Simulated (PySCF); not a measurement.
Computed properties of Sn(Br)(OH) (BrHOSn), SMILES [OH][Sn][Br]

Sn(Br)(OH) (BrHOSn), SMILES [OH][Sn][Br] (connectivity only; charge and spin as stated), neutral, multiplicity 1. The structure is a stationary point at B3LYP-D3(BJ)/def2-TZVP. The def2 effective core potentials stand for the cores of Sn; spin–orbit coupling is left out. Other conformers were not sampled. All values are computed for the isolated molecule unless a solvent is named; none is compared with measurement here.

**Structure.** The optimised structure has Cs symmetry. All 6 harmonic modes at B3LYP-D3(BJ)/def2-TZVP (PySCF) are real, so it is a minimum. With heavy atoms numbered as in [Sn:1]([Br:2])[OH:3], the shortest bond between them is Sn1–O3 at 1.982 Å and the longest Sn1–Br2 at 2.572 Å.

**Vibrations.** The strongest infrared lines (harmonic, unscaled, degenerate partners summed) lie at 594 cm⁻¹ (117 km/mol, O 87 %, Sn 12 %), 441 cm⁻¹ (116 km/mol, H 90 %, O 9 %), 739 cm⁻¹ (76 km/mol, H 91 %). The softest mode is at 138 cm⁻¹ and the zero-point energy is 8.5 kcal/mol.

**Electronic structure.** M06-2X/def2-TZVPD (PySCF) places the frontier levels at -8.86 and -1.94 eV, a gap of 6.92 eV, and gives a dipole moment of 2.13 D and a mean polarisability of 69.5 bohr³.

**Excitations.** TDDFT-CAM-B3LYP/def2-SVPD (PySCF) has S1 at 4.09 eV (303 nm, f = 0.028, weak); the most intense of the 10 singlets computed lies at 6.65 eV (f = 0.40). T1 (TDA) is at 3.13 eV. No vertical singlet excitation falls in the visible range (under 3.1 eV).
